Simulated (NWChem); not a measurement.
AlSiH₅O₃; SMILES [OH][Al]([OH])[O][SiH3]

```xyz
10

Al    -0.0173     0.9959     0.0006
O      1.6054     1.5168     0.0178
H      1.7865     2.4652     0.0177
O     -1.2626     2.1639    -0.0116
H     -2.1862     1.8841    -0.0234
O     -0.3678    -0.6640    -0.0029
Si    -0.0332    -2.2746     0.0016
H     -1.2197    -3.0288    -0.4875
H      0.2855    -2.7439     1.3785
H      1.1202    -2.5948    -0.8843
```
Atoms are numbered in this order, from 1.

Program: NWChem. Pople sets run with spherical d functions. Geometry: optimised at B3LYP/6-31G* (spherical d). Core excitations by TDA in a window of 1s orbitals, non-relativistic and unshifted: absolute energies depend strongly on the exact-exchange share.

**Question.** Predict the results for Al K edge, PBE0/6-311G**. Quantities: first 1s excitation (eV); dipole oscillator strength of the first; first state with f > 0.002 (eV); dipole oscillator strength of that state.

**Answer.** 
```
Item                                      Result
----------------------------------------  ------
first 1s excitation (eV)                  1525.5
dipole oscillator strength of the first   0.0000
first state with f > 0.002 (eV)           1526.6
dipole oscillator strength of that state  0.0049
```
